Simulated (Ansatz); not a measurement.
Relaxation of ClH$_{5}$OSSi (9 atoms, charge 0, multiplicity 1), to a largest force component of 0.03 eV/Å in at most 50 steps.

Method: RKS PBE0/def2-SVP in Ansatz.

```xyz
9
Properties=species:S:1:pos:R:3:forces:R:3
Si -0.151 -0.112 0.026 -0.17 -0.18 0.09
O -0.393 -0.053 1.680 0.02 0.01 -0.28
H -0.576 -0.905 2.088 0.00 -0.04 0.04
Cl 1.807 -0.610 -0.440 0.02 -0.05 -0.01
H -0.511 1.177 -0.592 0.00 0.02 0.02
H -0.970 -1.229 -0.527 0.00 -0.01 0.03
S 1.483 2.539 1.315 -0.14 -0.20 0.55
H 2.521 1.686 1.178 -0.03 0.03 0.00
H 0.846 1.701 2.203 0.31 0.41 -0.43
```

Where does it end, and by what steps?

It converged. After 10 steps the energy has fallen by 0.085 eV; S7 moved furthest, 0.47 Å.

| step | energy less start (eV) | largest force component (eV/Å) | accepted |
| --- | --- | --- | --- |
| 0 | 0.0000 | 0.548 | yes |
| 1 | -0.0528 | 0.434 | yes |
| 2 | -0.0644 | 0.403 | yes |
| 3 | -0.0739 | 0.234 | yes |
| 4 | -0.0782 | 0.264 | yes |
| 5 | -0.0809 | 0.327 | yes |
| 6 | -0.0786 | 0.393 | no |
| 7 | -0.0842 | 0.100 | yes |
| 8 | -0.0843 | 0.040 | yes |
| 9 | -0.0843 | 0.057 | no |
| 10 | -0.0847 | 0.012 | yes |

```xyz
9
Properties=species:S:1:pos:R:3
Si -0.233 -0.224 -0.050
O -0.449 -0.052 1.587
H -0.382 -0.847 2.126
Cl 1.725 -0.760 -0.467
H -0.519 1.093 -0.657
H -1.087 -1.315 -0.592
S 1.686 2.726 1.693
H 2.509 1.788 1.179
H 0.809 1.785 2.110
```

Whether the end is a true minimum wasn't checked by a vibrational analysis.

Run time: 22 s on 2 threads of Arm Neoverse V2 (shared host), peak memory 0.2 GiB.
